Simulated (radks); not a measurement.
Values are calculated unless marked as measured or tabulated.
The bismuth ion Bi31+, 52 electrons, occupied as [Kr] 4d10 4f6 (the NIST ground configuration). Code: a radial shooting solver on a logarithmic mesh with Libxc functionals. Model: scalar-relativistic Kohn-Sham, BLYP, spin-polarised, spherical densities, finite nucleus; open shells are filled with parallel spins first (spin-orbit coupling, left out, can overturn this in heavy ions); Fermi nuclear charge, rms radius 5.5211 fm.

Normalised radial functions P(r) = r R(r), r in bohr:

r            4s up
0.0006843   0.1706
0.0008699   0.2029
0.001115    0.2414
0.001417    0.2835
0.001802    0.3300
0.002309    0.3815
0.002935    0.4320
0.003731    0.4793
0.004781    0.5181
0.006078    0.5363
0.007726    0.5232
0.009901    0.4610
0.01259     0.3386
0.016       0.1446
0.0205     -0.1267
0.02607    -0.4269
0.03314    -0.6955
0.04246    -0.8269
0.05398    -0.6917
0.06862    -0.2370
0.08794     0.4683
0.1118      1.0654
0.1421      1.1513
0.1807      0.4781
0.2315     -0.7559
0.2943     -1.7561
0.3741     -1.9552
0.4794     -1.3757
0.6095     -0.6413
0.7748     -0.1877
0.9929     -0.0294
1.262      -0.0024

4s up: eigenvalue -1906.0 eV, 3 radial nodes at r = 0.0184, 0.0750, 0.200 bohr, <r> = 0.364 bohr, 90 % of the charge inside 0.517 bohr.
